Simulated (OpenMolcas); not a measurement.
A calculation on F3+.

```
Program             : OpenMolcas 26.06
Method              : SS-RASPT2, IPEA 0.25 Eh, imaginary shift 0.1 Eh (closed shells correlated: 1s)
Basis               : ANO-RCC-VTZP [4s3p2d1f]
Scalar Hamiltonian  : DKH2, point nucleus
Active space        : 4 electrons in 9 orbitals (RAS2 2s 2p; RAS3 3d, at most 2 electrons)
State averaging     : 2S+1 = 3 even, 3 roots; 2S+1 = 1 even, 6 roots; 2S+1 = 5 odd, 1 root; 2S+1 = 3 odd, 9 roots; 2S+1 = 1 odd, 8 roots
Spin-orbit coupling : RASSI with atomic mean-field integrals over the reference wave functions, term energies averaged over their components
```

Which level of the active space comes out lowest?

2s² 2p² ³P₀, with 100 % of that term; it is also the measured ground level.

How high does 2s 2p³ ³P°₁ lie?

21.926 eV above the lowest level; measured 21.7272 eV above the ground level, so the calculation is off by +1 %.

How high does 2s 2p³ ³P°₀ lie?

21.925 eV above the lowest level.

How high does 2s 2p³ ³P°₂ lie?

21.926 eV above the lowest level; measured 21.7266 eV above the ground level, so the calculation is off by +1 %.

Measured values: Moore, Atomic Energy Levels, vol. I, NSRDS-NBS 35 (1971 reprint of NBS Circular 467, 1949).

Active for correlation alone: 3d; no level in the range computed is led by a configuration that fills it, so any true level of that kind is missing. Computed and measured levels are paired by configuration, term and J; levels that our copy of the source lacks, or whose pairing is in doubt (as where it misses far off the trend of its configuration), stay unpaired and out of the deviations. Levels of configurations outside the active space are missing.

° marks odd parity.
